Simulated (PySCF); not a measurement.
C3H5ClO2Si2.
Numbering: `[CH2:1]=[C:2]1[SiH2:3][O:4][Si@:5]1([Cl:6])[CH:7]=[O:8]` (hydrogens: H9, H10 on C1; H11, H12 on Si3; H13 on C7)

Structure used (GFN2-xTB), in Å, numbered top down from 1:
```xyz
13
C3H5ClO2Si2 angstrom
C     -1.1436    1.6783   -0.7442
C     -0.7417    0.4824   -0.3497
Si    -1.5033   -1.0601    0.4771
O      0.0400   -1.6997    0.4044
Si     0.8887   -0.5031   -0.3716
Cl     1.5703   -1.1464   -2.1302
C      2.3073    0.0896    0.7711
O      3.2800    0.6820    0.3858
H     -2.1670    2.0019   -0.6226
H     -0.4763    2.3906   -1.2070
H     -1.8697   -0.9348    1.8770
H     -2.3754   -1.8623   -0.3627
H      2.1863   -0.1180    1.8549
```

Computed at PBE0/pcSseg-1 (PySCF, non-relativistic), with Q(17O) = −0.0256 b, Q(35Cl) = −0.0817 b: O4, 17O (I = 5/2): χzz = -5.483 MHz, η = 0.073; Cl6, 35Cl (I = 3/2): χzz = -38.39 MHz, η = 0.087; O8, 17O (I = 5/2): χzz = 13.48 MHz, η = 0.697.

Q: Find the zero-field quadrupole resonance frequencies of 17O at O4.

A: From the eigenvalues of H = χ/[4I(2I − 1)] × [3Iz² − I(I + 1) + η(Ix² − Iy²)], steps between neighbouring levels, labelled as for η = 0: ±1/2↔±3/2 0.827 MHz, ±3/2↔±5/2 1.643 MHz (siloxane oxygen).

Q: Find the zero-field quadrupole resonance frequencies of 35Cl at Cl6.

A: From ν = (|χ|/2)√(1 + η²/3): ν = 19.22 MHz (silicon-bound chlorine). For 37Cl the ratio of quadrupole moments, 0.7881, gives 15.15 MHz.

Q: Find the zero-field quadrupole resonance frequencies of 17O at O8.

A: From the eigenvalues of H = χ/[4I(2I − 1)] × [3Iz² − I(I + 1) + η(Ix² − Iy²)], steps between neighbouring levels, labelled as for η = 0: ±1/2↔±3/2 2.892 MHz, ±3/2↔±5/2 3.751 MHz (carbonyl oxygen).

Q: Apply the simplest Townes–Dailey estimate (no s hybridisation, no π bonding), ionic character = 1 − χzz/χ0, where χ0 is the coupling for one missing p electron along the bond: −109.74 MHz for 35Cl.

A: Cl6 on Si5: 1 − (-38.39)/(-109.74) = 0.65. In this model a purely covalent bond gives χ0 and a free halide ion gives zero; s hybridisation or π bonding, where present, is counted here as ionic character.

In a crystal, neighbours and librations shift these lines. Isolated species at its GFN2-xTB geometry (one conformer only). GFN2-xTB bond lengths can be off by several hundredths of an ångström, more for odd bonds, and the gradients follow them. The basis is small and wasn't made for field gradients, so the couplings can be 20 % off.

The run behind these numbers computed NMR shieldings as well. Hardware: Intel Xeon, one thread, shared host with 64 logical CPUs at a one-minute load of 62. Cost: 44 s (with the writing of density and orbital grids), 0.82 GiB resident at most.
